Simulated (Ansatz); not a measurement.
Stepwise reaction of `N[Si](O)(S)S` with hydrogen chloride, as a gas-phase model of exchange steps in deposition or etching. ΔE in kJ/mol.

Isolated molecules relaxed with PBE0-D4/def2-TZVP in Ansatz; ΔE leaves out vibrations. CCSD(T)/CBS is the MP2 limit (def2-TZVPP, def2-QZVPP) plus CCSD(T) − MP2 in def2-TZVPP, frozen cores. This one scheme is used for every species. DFT in def2-TZVPP. B3LYP here is the variant with VWN-RPA as its local correlation; programs differ in this. Each species was taken in one conformer, which may not be the lowest.

| step | reaction | PBE-D4 | B3LYP-D4 | ωB97M-V | CCSD(T)/CBS |
| --- | --- | --- | --- | --- | --- |
| 1 | `N[Si](O)(S)S` + HCl → `N[Si](O)(S)Cl` + H₂S | -37.7 | -44.2 | -45.7 | -42.4 |

Give the row of step 2, `N[Si](O)(S)Cl` + HCl → `N[Si](O)(Cl)Cl` + H₂S. (Estimate.)

The calculation gave: 
| step | reaction | PBE-D4 | B3LYP-D4 | ωB97M-V | CCSD(T)/CBS |
| --- | --- | --- | --- | --- | --- |
| 2 | `N[Si](O)(S)Cl` + HCl → `N[Si](O)(Cl)Cl` + H₂S | -33.2 | -38.1 | -39.8 | -38.1 |

By hand: ΔE of the 2 steps together at CCSD(T)/CBS.

(-42.4) + (-38.1) = -80.5 kJ/mol, or -40.2 kJ/mol a step.

In ΔE the steps differ by no more than 4.3 kJ/mol. All are downhill at CCSD(T)/CBS. PBE-D4 differs from CCSD(T)/CBS by 4.7 to 4.9 kJ/mol a step. Only this route is followed, and other bonds may react first. Isolated molecules leave out the surface, adducts and barriers. Largest T1 diagnostic: 0.011.
